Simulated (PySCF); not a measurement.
PySCF 2.14 output of a UHF calculation on a single atom or ion in aug-cc-pVDZ-PP with ECP60MDF (5s5p4d2f, 54 functions), with a scalar-relativistic core potential:

```
SCF conv_tol = 1e-09
number electrons alpha = 9  beta = 6
cycle= 1 E= -102.763101223605  delta_E= -0.00537  |g|= 0.0219  |ddm|= 0.047
cycle= 2 E= -102.763238267989  delta_E= -0.000137  |g|= 0.0038  |ddm|= 0.0077
cycle= 3 E= -102.763243604168  delta_E= -5.34e-06  |g|= 0.000437  |ddm|= 0.00236
cycle= 4 E= -102.76324377491  delta_E= -1.71e-07  |g|= 0.000159  |ddm|= 0.000486
cycle= 5 E= -102.763243796814  delta_E= -2.19e-08  |g|= 1.69e-05  |ddm|= 0.000231
cycle= 6 E= -102.763243796959  delta_E= -1.45e-10  |g|= 1.35e-06  |ddm|= 2.9e-05
converged SCF energy = -102.763243796959  <S^2> = 3.7536843  2S+1 = 4.0018417
```

The run itself started from symmetry-adapted Hartree-Fock orbitals and held the occupation by maximum overlap, so the iterations belong to that start.

Problem. Which element, charge and spin multiplicity is this?

Solution. Ir²⁺ (iridium, charge +2), multiplicity 4; the state was [Xe] 4f14 5d7, high-spin 4F determinant.

Energies and moments cover only the electrons outside the core potential. Spin-orbit coupling, absent here, splits the open shell strongly.
